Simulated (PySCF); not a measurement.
CsF, SMILES [F][Cs].

The structure is a stationary point at PBE0-D3(BJ)/def2-TZVPD. The def2 effective core potentials stand for the cores of Cs; spin–orbit coupling is left out.

Two levels are set side by side: PBE/def2-TZVPD (PySCF) and B3LYP/def2-TZVPD (PySCF). Same geometry, gas phase. Differences are taken from unrounded values.

```
quantity                       PBE
---------------------------  -----
orbital gap (eV)              3.59
highest occupied level (eV)  -4.88
lowest empty level (eV)      -1.29
dipole moment (D)             7.70
mean polarisability (bohr³)   33.4
```

Problem. These are the PBE values. What does B3LYP give? (An estimate is asked for; the answer gives what the named calculation found.)

Solution. 
```tsv
quantity	B3LYP	PBE minus B3LYP
orbital gap (eV)	5.18	-1.59
highest occupied level (eV)	-6.28	1.40
lowest empty level (eV)	-1.10	-0.19
dipole moment (D)	8.02	-0.33
mean polarisability (bohr³)	30.0	3.4
```

PBE's occupied levels lie high since its potential decays too fast outside the molecule; exact exchange lowers them and widens the gap. Loosely held outer electrons make PBE densities more polarisable. Differences between two approximate levels are no errors against the true value.

Rough cost on one machine, each run with all the roots and properties that it gave: B3LYP against PBE within a factor of 2.
